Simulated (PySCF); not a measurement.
Compound: B₂H₅OP.
SMILES with atom numbers: `[BH2:1][O:2][BH:3][PH2:4]` (hydrogens: H5, H6 on B1; H7 on B3; H8, H9 on P4)

Computed by this run: PBE0-D3(BJ)/def2-SVP geometry optimisation, gas phase in PySCF 2.14.0; density fitting, grid level 1; the optimiser is geomeTRIC in internal coordinates, started from a GFN2-xTB structure with every atom displaced at random (about 0.01 Å).

Step 0: E = -12758.0541 eV
```
atom  x, y, z in Å  |  force x, y, z in eV/Å
B1      1.8453    0.5691   -0.1758    0.066   0.677  -0.890
O2      0.7520   -0.1521   -0.1828    0.538   0.065   0.023
B3     -0.3454   -0.8559   -0.1773   -0.932  -0.172   0.099
P4     -1.9654   -0.0669    0.3983   -0.403  -0.662   0.938
H5      2.4593    0.6811    0.7962    0.784   0.006   1.248
H6      2.1314    1.1594   -1.1725    0.185   0.132  -0.412
H7     -0.2844   -2.0027   -0.4402   -0.025  -0.819  -0.209
H8     -2.7341   -0.5311   -0.6667   -0.492  -0.403  -0.435
H9     -1.8010    1.1821   -0.1506    0.278   1.176  -0.361
```

Problem. Estimate the geometry and energy of step 1. (The exact step hangs on the optimiser's Hessian estimate; all steps are aligned on step 0, rigid shifts and turns removed.)

Solution. E = -12758.2172 eV, largest force 0.352 eV/Å
```
atom  x, y, z in Å  |  force x, y, z in eV/Å
B1      1.8872    0.6003   -0.1851    0.164  -0.007   0.255
O2      0.7773   -0.1373   -0.1852   -0.089   0.004   0.000
B3     -0.3565   -0.8430   -0.1846   -0.040  -0.091   0.007
P4     -2.0219   -0.0813    0.4099    0.022   0.203  -0.287
H5      2.5260    0.6847    0.8490   -0.100  -0.002  -0.165
H6      2.2196    1.1501   -1.2060    0.009   0.043  -0.074
H7     -0.2955   -2.0222   -0.4661   -0.028   0.062   0.003
H8     -2.8253   -0.6036   -0.6554    0.105   0.046   0.142
H9     -1.8532    1.2351   -0.1480   -0.042  -0.258   0.119
```

The energy changes by -0.1631 eV. The first-order estimate −F·Δx gives -0.3820 eV and the mean of the old and new forces, exact on a quadratic surface, -0.1699 eV. The step makes an angle of 53° with the force vector and moves no atom by more than 0.117 Å.

What follows is the cost of the whole optimisation. Time: 10 s wall; peak memory 0.35 GiB. Hardware: one thread of an Arm Neoverse V2, shared host with 96 logical CPUs at a one-minute load of 42.
